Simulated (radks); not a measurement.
All-electron atom: Ir+ in [Xe] 4f14 5d7 6s1. Method: non-relativistic Kohn-Sham, r2SCAN, spin-polarised, spherical densities, point nucleus; open shells are filled with parallel spins first (spin-orbit coupling, left out, can overturn this in heavy ions); meta-GGA in the generalised Kohn-Sham scheme; relativity is left out, which matters for an element this heavy; computed with a radial shooting solver on a logarithmic mesh with Libxc functionals.

Normalised radial functions P(r) = r R(r), r in bohr:

| r | 5p down | 5d up | 6s up |
|---|---|---|---|
| 0.0007612 | 0.0005 | 0.0000 | 0.0108 |
| 0.001032 | 0.0010 | 0.0000 | 0.0144 |
| 0.001409 | 0.0018 | 0.0000 | 0.0191 |
| 0.00191 | 0.0032 | 0.0000 | 0.0248 |
| 0.002589 | 0.0056 | 0.0001 | 0.0318 |
| 0.003537 | 0.0102 | 0.0001 | 0.0402 |
| 0.004793 | 0.0178 | 0.0003 | 0.0490 |
| 0.006496 | 0.0305 | 0.0008 | 0.0570 |
| 0.008804 | 0.0512 | 0.0018 | 0.0620 |
| 0.01203 | 0.0839 | 0.0043 | 0.0601 |
| 0.0163 | 0.1296 | 0.0095 | 0.0464 |
| 0.02209 | 0.1870 | 0.0205 | 0.0168 |
| 0.03018 | 0.2453 | 0.0427 | -0.0293 |
| 0.0409 | 0.2713 | 0.0815 | -0.0775 |
| 0.05543 | 0.2198 | 0.1414 | -0.1014 |
| 0.07513 | 0.0524 | 0.2149 | -0.0672 |
| 0.1026 | -0.2069 | 0.2688 | 0.0345 |
| 0.1391 | -0.3819 | 0.2349 | 0.1328 |
| 0.1885 | -0.2570 | 0.0596 | 0.1139 |
| 0.2575 | 0.1987 | -0.2224 | -0.0605 |
| 0.349 | 0.5615 | -0.4037 | -0.2061 |
| 0.473 | 0.3584 | -0.2833 | -0.1051 |
| 0.6411 | -0.3513 | 0.1335 | 0.1841 |
| 0.8758 | -0.9823 | 0.6143 | 0.3322 |
| 1.187 | -1.0328 | 0.8542 | 0.1130 |
| 1.609 | -0.6573 | 0.7900 | -0.3154 |
| 2.198 | -0.2587 | 0.5387 | -0.6324 |
| 2.979 | -0.0630 | 0.2815 | -0.6406 |
| 4.037 | -0.0083 | 0.1069 | -0.4142 |
| 5.471 | -0.0005 | 0.0265 | -0.1657 |
| 7.474 | 0.0000 | 0.0034 | -0.0358 |
| 10.13 | 0.0000 | 0.0002 | -0.0039 |

5p down: eigenvalue -58.856 eV, 3 radial nodes at r = 0.0804, 0.228, 0.559 bohr, <r> = 1.18 bohr, 90 % of the charge inside 1.71 bohr. 5d up: eigenvalue -17.879 eV, 2 radial nodes at r = 0.202, 0.589 bohr, <r> = 1.62 bohr, 90 % of the charge inside 2.51 bohr. 6s up: eigenvalue -12.443 eV, 5 radial nodes at r = 0.0250, 0.0936, 0.235, 0.532, 1.29 bohr, <r> = 2.94 bohr, 90 % of the charge inside 4.27 bohr.
